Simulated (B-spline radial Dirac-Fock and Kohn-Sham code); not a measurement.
**Binding energies of Br⁵⁺ in different valence configurations**

The computed values come from a radial atomic solver: multi-electron Dirac-Fock with separately optimised hole states, Breit and Lamb-shift corrections added in first order. Correlation and solid-state effects are left out.

Reference: the tabulated ground configuration [Ar] 3d10 4s2, with 1s 13560.2 eV, 2s 1873.2 eV, 2p3/2 1635.6 eV, 3p1/2 275.4 eV, 3p3/2 268.4 eV, 4s 85.29 eV, Kα1 11924.6 eV, Kβ1 13291.8 eV.

Shifts from the reference in eV.

```
    configuration  average energy      1s      2s   2p3/2   3p1/2   3p3/2     4s    Kα1    Kβ1
[Ar] 3d10 4s1 4p1          +13.73   +1.06   +0.94   +1.29   +1.35   +1.35  +2.59  -0.23  -0.30
 [Ar] 3d9 4s2 4p1          +75.86  +18.55  +20.13  +19.99  +13.95  +13.78  +5.30  -1.44  +4.76
```
